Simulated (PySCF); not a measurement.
Molecule: SMILES C=C[C@@H](Cl)[C@H](F)C(=O)O, C$_{5}$H$_{6}$ClFO$_{2}$.

Bonds (- single, = double, # triple, : aromatic): C1=C2, C2-C3, C3-Cl4, C3-C5, C5-F6, C5-C7, C7=O8, C7-O9. C1 carries H10, H11; C2 carries H12; C3 carries H13; C5 carries H14; O9 carries H15. Stereochemistry as in C=C[C@@H](Cl)[C@H](F)C(=O)O. H11 is cis to C3; H10 is trans to C3.

Frames of a GFN2-xTB Langevin trajectory at 300 K; GIAO PBE0/pcSseg-1 shieldings in PySCF, gas phase, non-relativistic; equivalent atoms averaged within each frame.

Shifts are taken against calculated references (same method and geometry level): TMS for ¹³C (σ = 186.93 ppm) and ¹H (σ = 31.72 ppm); ³⁵Cl (σ = 949.78 ppm) vs HCl; ¹⁹F (σ = 170.95 ppm) against CFCl3; ¹⁷O (σ = 336.08 ppm) vs H2O. The references are static minima.

Question: How do the shifts (ppm) fluctuate along the trajectory?

Answer: 
```
         time (fs)     C7     C1     C2    C5    C3  Cl4      F6     O8     O9   H15
optimised geometry  172.6  130.1  142.0  91.9  65.1  174  -201.9  433.6  222.4  6.60
               250  179.3  142.3  141.3  94.4  57.4  260  -197.7  457.5  247.0  7.87
               425  166.9  138.0  140.1  94.9  74.5  299  -210.6  433.2  247.1  7.40
               625  176.3  129.5  139.8  93.3  60.3  238  -201.6  463.1  250.7  6.29
               800  172.9  130.6  146.8  94.2  62.0  212  -170.1  459.5  252.6  6.54
              1000  170.5  129.1  146.1  92.2  76.2  273  -203.2  423.7  248.3  7.95
    mean of frames  173.2  133.9  142.8  93.8  66.1  256  -196.6  447.4  249.1  7.21
standard deviation    4.9    5.9    3.4   1.1   8.6   33    15.5   17.7    2.4  0.76
```

5 frames give an uncertainty of the mean of about the standard deviation over 2.2 at best, since frames this close in time may not be independent; classical motion lacks zero-point vibration, and the reference would need the same averaging.
